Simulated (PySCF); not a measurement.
Vertical excitations of a molecule C2H8InNO from TDDFT-PBE0/def2-SVPD (PySCF), as energy in eV (oscillator strength): 4.91 (0.047), 5.59 (0.025), 5.74 (0.047), 5.89 (0.094), 6.13 (0.035), 6.34 (0.121), 6.48 (0.021), 6.71 (0.021), 6.75 (0.049), 6.86 (0.083). Lowest triplet (TDA): 4.27 eV. Geometry: B3LYP-D3(BJ)/def2-SVP. The def2 effective core potentials stand for the cores of In; spin–orbit coupling is left out. One conformer was computed; it need not be the lowest.

Pick the molecule that these values belong to.
A) C[O][In]([CH3])[NH2]
B) CC[O][InH][NH2]
C) C[CH2][In]([NH2])[OH]
D) C[N](C)[InH][OH]

C, C[CH2][In]([NH2])[OH]
